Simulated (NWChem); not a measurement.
Program: NWChem. System: HBN, charge 0, spin multiplicity 2, at a geometry optimised with UB3LYP/def2-SVP. The structure started from a generated list of species. Its SCF solution wasn't tested for a lower state. Level: UB3LYP/def2-TZVP, VWN1-RPA local correlation.

Input file:

```
start mol
memory heap 200 mb stack 900 mb global 1100 mb
geometry units angstroms nocenter noautoz
  B      0.000000     0.000000    -0.613379
  N      0.000000     0.000000     0.694817
  H      0.000000     0.000000    -1.796827
  symmetry group C2v
end
basis spherical
  * library def2-tzvp
end
dft
  xc b3lyp
  odft
  mult 2
  semidirect memsize 60000000 filesize 0
  iterations 100
end
task dft energy
```

Output (cleaned and shortened):

```
             Northwest Computational Chemistry Package (NWChem) 7.3.0
             --------------------------------------------------------

                                NWChem Input Module
                                -------------------

 Scaling coordinates for geometry "geometry" by  1.889725989
 (inverse scale =  0.529177249)

 Turning off AUTOSYM since
 SYMMETRY directive was detected!

                             Geometry "geometry" -> ""
                             -------------------------

 Output coordinates in angstroms (scale by  1.889725989 to convert to a.u.)

  No.       Tag          Charge          X              Y              Z
 ---- ---------------- ---------- -------------- -------------- --------------
    1 B                    5.0000     0.00000000     0.00000000    -0.61337900
    2 N                    7.0000     0.00000000     0.00000000     0.69481700
    3 H                    1.0000     0.00000000     0.00000000    -1.79682700

 Effective nuclear repulsion energy (a.u.)      17.8802290576

            Nuclear Dipole moment (a.u.)
            ----------------------------
        X                 Y               Z
 ---------------- ---------------- ----------------
     0.0000000000     0.0000000000    -0.0000056692

      Symmetry information
      --------------------

 Group name             C2v
 Group number             16
 Group order               4
 No. of unique centers     3

      Symmetry unique atoms

     1    2    3


 Summary of "ao basis" -> "" (spherical)
 ------------------------------------------------------------------------------
       Tag                 Description            Shells   Functions and Types
 ---------------- ------------------------------  ------  ---------------------
 *                         def2-tzvp                  on all atoms

                                 NWChem DFT Module
                                 -----------------

 Summary of "ao basis" -> "ao basis" (spherical)
 ------------------------------------------------------------------------------
       Tag                 Description            Shells   Functions and Types
 ---------------- ------------------------------  ------  ---------------------
 B                         def2-tzvp                11       31   5s3p2d1f
 N                         def2-tzvp                11       31   5s3p2d1f
 H                         def2-tzvp                 4        6   3s1p

 Summary of "ao basis" -> "ao basis" (spherical)
 ------------------------------------------------------------------------------
       Tag                 Description            Shells   Functions and Types
 ---------------- ------------------------------  ------  ---------------------
 B                         def2-tzvp                11       31   5s3p2d1f
 N                         def2-tzvp                11       31   5s3p2d1f
 H                         def2-tzvp                 4        6   3s1p

      Symmetry analysis of basis
      --------------------------

        a1         32
        a2          6
        b1         15
        b2         15

            General Information
            -------------------
          SCF calculation type: DFT
          Wavefunction type:  spin polarized.
          No. of atoms     :     3
          No. of electrons :    13
           Alpha electrons :     7
            Beta electrons :     6
          Charge           :     0
          Spin multiplicity:     2
          Use of symmetry is: on ; symmetry adaption is: on
[...]
  ----- ------------  ---------------      ----- ------------  ---------------
    64      0.249125  3 H  s                  3      0.247116  1 B  s
     4      0.232033  1 B  s                  8     -0.223856  1 B  pz
    63      0.188526  3 H  s                 11     -0.150389  1 B  pz
     2     -0.140390  1 B  s                 65      0.113493  3 H  s
    35     -0.079477  2 N  s                 34     -0.074006  2 N  s

 Vector    5  Occ=1.000000D+00  E=-3.411755D-01  Symmetry=a1
              MO Center=  1.9D-15, -6.4D-16,  7.8D-01, r^2= 9.8D-01
   Bfn.  Coefficient  Atom+Function         Bfn.  Coefficient  Atom+Function
  ----- ------------  ---------------      ----- ------------  ---------------
    39      0.390433  2 N  pz                35      0.304705  2 N  s
    36      0.274418  2 N  s                 42      0.260085  2 N  pz
     8     -0.225857  1 B  pz                 4     -0.206138  1 B  s
    45      0.158622  2 N  pz                 3     -0.155876  1 B  s
    11     -0.149436  1 B  pz                34      0.146897  2 N  s

 Vector    6  Occ=1.000000D+00  E=-3.021685D-01  Symmetry=b1
              MO Center= -3.4D-15, -4.3D-16,  2.6D-01, r^2= 1.3D+00
   Bfn.  Coefficient  Atom+Function         Bfn.  Coefficient  Atom+Function
  ----- ------------  ---------------      ----- ------------  ---------------
    37      0.360392  2 N  px                40      0.294726  2 N  px
     6      0.262701  1 B  px                 9      0.204738  1 B  px
    43      0.198370  2 N  px                12      0.089300  1 B  px

 Vector    7  Occ=0.000000D+00  E=-2.022934D-01  Symmetry=b2
              MO Center= -1.1D-15,  5.5D-16,  1.5D-01, r^2= 1.5D+00
   Bfn.  Coefficient  Atom+Function         Bfn.  Coefficient  Atom+Function
  ----- ------------  ---------------      ----- ------------  ---------------
    38      0.315685  2 N  py                 7      0.274915  1 B  py
    41      0.261720  2 N  py                10      0.223048  1 B  py
    44      0.206148  2 N  py                13      0.147723  1 B  py

 Vector    8  Occ=0.000000D+00  E=-6.916644D-03  Symmetry=b1
              MO Center=  9.9D-15,  1.9D-15, -5.1D-01, r^2= 3.0D+00
   Bfn.  Coefficient  Atom+Function         Bfn.  Coefficient  Atom+Function
  ----- ------------  ---------------      ----- ------------  ---------------
    12      0.608782  1 B  px                43     -0.441510  2 N  px
     9      0.342807  1 B  px                37     -0.290292  2 N  px
     6      0.285610  1 B  px                40     -0.207242  2 N  px
    23      0.088170  1 B  d  1              18      0.027192  1 B  d  1
    66      0.026107  3 H  px

 Vector    9  Occ=0.000000D+00  E= 1.397969D-02  Symmetry=b2
              MO Center= -9.7D-16, -3.3D-14, -4.5D-01, r^2= 3.3D+00
   Bfn.  Coefficient  Atom+Function         Bfn.  Coefficient  Atom+Function
  ----- ------------  ---------------      ----- ------------  ---------------
    13      0.670370  1 B  py                44     -0.506485  2 N  py
    38     -0.299653  2 N  py                10      0.295348  1 B  py
     7      0.233824  1 B  py                41     -0.208849  2 N  py
    21     -0.095802  1 B  d -1              16     -0.029321  1 B  d -1
    67      0.025867  3 H  py

   alpha - beta orbital overlaps
   -----------------------------

   alpha      1      2      3      4      5      6      7      8      9     10
    beta      1      2      3      4      5      7      6      9      8     10
 overlap   1.000  1.000  0.999  0.999  0.999  0.982  0.999  0.976  0.999  0.998

   alpha     11     12     13     14     15     16     17     18     19     20
    beta     11     13     12     14     15     16     17     18     20     19
 overlap   0.999  0.995  1.000  1.000  0.996  0.980  1.000  0.979  0.982  0.999

   alpha     21     22     23     24     25     26     27     28     29     30
    beta     22     21     23     24     25     27     26     28     31     30
 overlap   0.985  0.999  1.000  0.998  0.998  1.000  1.000  0.998  0.965  1.000

   alpha     31     32     33     34     35     36     37     38     39     40
    beta     29     33     32     34     35     36     38     37     39     40
 overlap   0.967  1.000  1.000  0.999  0.999  0.997  0.999  0.999  0.998  0.866

   alpha     41     42     43     44     45     46     47     48     49     50
    beta     41     42     43     45     44     46     47     49     48     51
 overlap   0.871  0.998  0.994  0.997  1.000  0.999  0.998  0.997  1.000  0.999

   alpha     51     52     53     54     55     56     57     58     59     60
    beta     50     52     53     54     56     55     57     58     60     59
 overlap   1.000  1.000  1.000  0.999  1.000  1.000  0.999  0.998  0.997  0.999

   alpha     61     62     63     64     65     66     67     68
    beta     62     61     64     65     63     66     67     68
 overlap   1.000  1.000  1.000  0.997  1.000  1.000  1.000  1.000

     --------------------------
     Expectation value of S2:
     --------------------------
      <S2> =      0.7531 (Exact =     0.7500)

 center of mass
 --------------
 x =   0.00000000 y =   0.00000000 z =   0.08466693

 moments of inertia (a.u.)
 ------------------
          50.366163890147           0.000000000000           0.000000000000
           0.000000000000          50.366163890147           0.000000000000
           0.000000000000           0.000000000000           0.000000000000

     Multipole analysis of the density
     ---------------------------------

     L   x y z        total         alpha         beta         nuclear
     -   - - -        -----         -----         ----         -------
     0   0 0 0     -0.000000     -7.000000     -6.000000     13.000000

     1   1 0 0     -0.000000     -0.000000     -0.000000      0.000000
     1   0 1 0     -0.000000     -0.000000     -0.000000      0.000000
     1   0 0 1     -1.091259     -0.923264     -0.167989     -0.000006

     2   2 0 0     -9.492914     -4.985127     -4.507787      0.000000
     2   1 1 0     -0.000000     -0.000000     -0.000000      0.000000
     2   1 0 1     -0.000000     -0.000000     -0.000000      0.000000
     2   0 2 0     -7.974503     -4.975224     -2.999279      0.000000
     2   0 1 1     -0.000000     -0.000000      0.000000      0.000000
     2   0 0 2     -9.280375    -20.585265    -19.010414     30.315304

 Task  times  cpu:        0.5s     wall:        0.5s

 Total times  cpu:        0.5s     wall:        0.5s
```
